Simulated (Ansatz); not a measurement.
`COCOC(C)=O` + `C[SiH2]O` → `C[SiH2]OC(C)=O` + `COCO`  (substitution at a C–O bond)

Program: Ansatz. Geometries: PBE0-D4/def2-TZVP. ΔE: electronic, gas phase. CBS: MP2 limit from def2 TZ/QZ plus the TZ coupled-cluster correction, frozen cores. This one scheme is used for every species. Functionals use def2-TZVPP. B3LYP here is the variant with VWN-RPA as its local correlation; programs differ in this. Each species was taken in one conformer, which may not be the lowest.

```
             level  ΔE (kJ/mol)  difference from CCSD(T)/CBS
            PBE-D4         -0.2                         -1.1
           PBE0-D4         -0.8                         -1.7
           ωB97X-V          0.0                         -0.9
            B2PLYP          0.2                         -0.7
               PBE         -1.1                         -2.0
            r2SCAN          1.2                          0.3
              PBE0         -1.7                         -2.6
             B3LYP         -1.0                         -1.9
     HF/def2-TZVPP         -3.5                         -4.4
    MP2/def2-TZVPP          1.7                          0.8
SCS-MP2/def2-TZVPP          0.4                         -0.5
    MP2/def2-QZVPP          1.8                          0.9
SCS-MP2/def2-QZVPP          0.6                         -0.3
      HF/CBS(def2)         -3.4                         -4.3
     MP2/CBS(def2)          1.9                          1.0
    CCSD/CBS(def2)         -0.4                         -1.3
       CCSD(T)/CBS          0.9                            0
```

Largest T1 diagnostic among the species: 0.014.

In def2-TZVPP, CCSD(T) changes the Hartree–Fock value by +4.2 kJ/mol (the triples alone add +1.3 kJ/mol) and MP2 by +5.2 kJ/mol.
